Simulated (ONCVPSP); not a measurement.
## u(r) = r·R(r): atom against pseudo-atom (H)

Columns: radius, all-electron u(r) and pseudo u(r) of the 1s shell (level -12.42 eV) of hydrogen in the configuration 1s0.5; PBEsol, non-relativistic, ONCV scheme, ONCVPSP 4.0.1.

```tsv
r (bohr)	all-electron	pseudo
0.068	0.1343	0.1118
0.135	0.2492	0.2186
0.202	0.3482	0.3189
0.270	0.4341	0.4117
0.338	0.5068	0.4934
0.405	0.5667	0.5621
0.473	0.6169	0.6195
0.540	0.6571	0.6644
0.608	0.6894	0.6991
0.675	0.7139	0.7238
0.742	0.7319	0.7406
0.810	0.7443	0.7510
0.878	0.7515	0.7561
0.945	0.7542	0.7569
1.013	0.7529	0.7542
1.080	0.7483	0.7488
1.148	0.7407	0.7408
1.215	0.7307	0.7307
1.283	0.7184	0.7184
1.350	0.7045	0.7045
1.418	0.6889	0.6889
1.485	0.6723	0.6723
1.553	0.6546	0.6546
1.620	0.6363	0.6363
1.688	0.6171	0.6171
1.755	0.5979	0.5979
```

Problem. How many radial nodes do the two functions have?

Solution. The all-electron 1s function has n − l − 1 = 0; the pseudo-wave has 0.

Problem. At about which radius was the pseudo-wave matched?

Solution. 1.30 bohr. The columns agree to 0.0005 from 1.15 bohr on; several derivatives are matched, so the curves merge somewhat inside the radius.

Problem. Is the pseudo-wave norm-conserving?

Solution. Yes: the ONCV scheme keeps the norm inside the radius equal to the all-electron one, which fixes the energy derivative of the logarithmic derivative at the level.
